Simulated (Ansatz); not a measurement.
Mulliken charges of C2H6LiN, SMILES `[Li][N](C)C` from ωB97M-V/def2-TZVPP in Ansatz (PBE0-D4/def2-TZVP geometry).

| atom | x (Å) | y (Å) | z (Å) | charge (e) |
| --- | --- | --- | --- | --- |
| Li1 | -1.785 | -0.986 | -1.209 | 0.658 |
| N2 | -0.474 | -0.268 | -0.324 | -0.732 |
| C3 | 0.117 | 1.006 | -0.604 | -0.171 |
| C4 | 0.189 | -0.858 | 0.800 | -0.171 |
| H5 | -0.364 | 1.495 | -1.462 | 0.049 |
| H6 | 0.043 | 1.715 | 0.245 | 0.079 |
| H7 | 1.198 | 0.941 | -0.843 | 0.079 |
| H8 | -0.234 | -1.840 | 1.050 | 0.049 |
| H9 | 0.120 | -0.241 | 1.719 | 0.079 |
| H10 | 1.274 | -1.016 | 0.631 | 0.079 |

Problem. By hand: the dipole of these point charges (1 e Å = 4.8032 D).

Solution. Σ q r = (-0.701, -0.384, -0.474) e Å, of length 0.929 e Å = 4.46 D.

Problem. How does the dipole of the full density compare? (Estimate.)

Solution. Ansatz gave: (-0.883, -0.483, -0.595) e Å, 5.62 D; the point charges give 0.79 times that, at 0° from its direction.

Point charges leave out the atoms' own dipoles, such as those of lone pairs, and Mulliken's split depends on the basis, so the two needn't agree.
